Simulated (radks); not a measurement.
The numbers below are computed, except where a source is named.
Excited configurations of neutral nickel: one electron is placed in a higher orbital outside [Ar] 3d9. The ground configuration is [Ar] 3d8 4s2. Level of theory: scalar-relativistic Kohn-Sham, BLYP, spin-polarised, spherical densities, point nucleus; open shells are filled with parallel spins first (a radial shooting solver on a logarithmic mesh with Libxc functionals). Excitation = E - E(ground); binding = E(ion) - E, where the ion is the core of charge +1; n* = 1/sqrt(2 binding) in atomic units, and the quantum defect is n - n*.

outer orbital	excitation (eV)	binding (eV)	n*	quantum defect	eigenvalue (eV)	<r> (bohr)
4p	3.071	4.170	1.806	2.194	-1.833	4.391
4d	5.700	1.541	2.971	1.029	-0.649	10.14
5s	4.647	2.594	2.290	2.710	-1.508	8.119
7d	6.696	0.545	4.999	2.001	-0.337	41.18

The Delta-SCF ionisation energy is 7.241 eV (NIST Atomic Spectra Database: 7.640 eV, measured). Self-interaction in the functional shifts the binding energies and quantum defects, so they are the method's values and not measured ones. Open shells are spherical and high-spin; term and fine-structure splittings are not resolved.
